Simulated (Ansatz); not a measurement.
`C[SiH]1[SiH2][Se]1`, relaxed with RKS PBE-D4/def2-SVP in the Gaussian-basis code of Ansatz from a rough embedded geometry. The force threshold is 0.03 eV/Å; the program also tests the step.

The species carries charge 0 and has multiplicity 1.

Start:

```xyz
10

C     0.758    0.366   -1.334
Si   -0.625    0.498   -0.178
Si   -0.284   -0.625    1.648
Se   -1.679   -1.575    0.131
H     1.295   -0.607   -1.289
H     1.548    1.197   -1.152
H     0.426    0.496   -2.389
H    -1.470    1.651   -0.092
H    -0.984   -0.093    2.888
H     1.016   -1.308    1.766
```

**Question.** By how much does the energy fall, and how many steps does the optimiser take? (An estimate is asked.)

**Answer.** Ansatz gave: 42.39 kJ/mol, in 5 steps.

**Question.** Which bonds change most? (Estimate.)

**Answer.** The calculation gave: Si2–Si3 from 2.171 to 2.279 Å; C1–Si2 from 1.807 to 1.884 Å; Si2–H8 from 1.431 to 1.503 Å; Si3–Se4 from 2.269 to 2.325 Å.

**Question.** Give the relaxed structure. (Best estimate.)

**Answer.** Ansatz gave: 
```xyz
10

C     0.811    0.443   -1.484
Si   -0.530    0.462   -0.161
Si   -0.320   -0.661    1.812
Se   -1.713   -1.515    0.158
H     1.426   -0.473   -1.391
H     1.470    1.330   -1.383
H     0.356    0.461   -2.495
H    -1.395    1.688   -0.240
H    -1.002   -0.238    3.082
H     0.896   -1.496    2.101
```
